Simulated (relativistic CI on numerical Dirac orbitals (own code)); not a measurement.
# Zr2+: 3p photoemission

Computed with this model: Dirac-Coulomb-Breit CI, separate exchange-only KLI orbitals for each configuration, model QED (radiative potential, 1s self-energy scaled to tabulated hydrogen-like ionisation energies), valence Slater integrals scaled by 0.8, multiplet model of photoemission in the sudden approximation; configurations [Kr] 4d2 → [Ne] 3s2 3p5 3d10 4s2 4p6 4d2; 300 K; Lorentzian 2 eV and Gaussian 0.6 eV FWHM. Energies are those of the free ion, without screening or charge transfer. The energies are binding energies and can lie tens of eV above those of solids. S is read from ⟨S²⟩ = S(S + 1).

free ion: ground-state S = 1.00, centroid 363.03 eV. Peaks (eV, height): 358.4 (100), 372.4 (52).

Strongest unbroadened transitions for free ion:

| Energy (eV) | Relative strength |
| --- | --- |
| 358.02 | 32.8 |
| 358.09 | 44.1 |
| 358.14 | 3.4 |
| 358.21 | 29.2 |
| 358.33 | 10.7 |
| 358.35 | 100.0 |
| 358.36 | 3.2 |
| 358.43 | 31.3 |
| 358.55 | 60.4 |
| 358.57 | 2.9 |
| 358.64 | 17.0 |
| 358.67 | 4.4 |
| 358.84 | 4.9 |
| 359.91 | 2.8 |
| 372.21 | 90.8 |
| 372.26 | 7.4 |
| 372.39 | 5.8 |
| 372.46 | 71.8 |
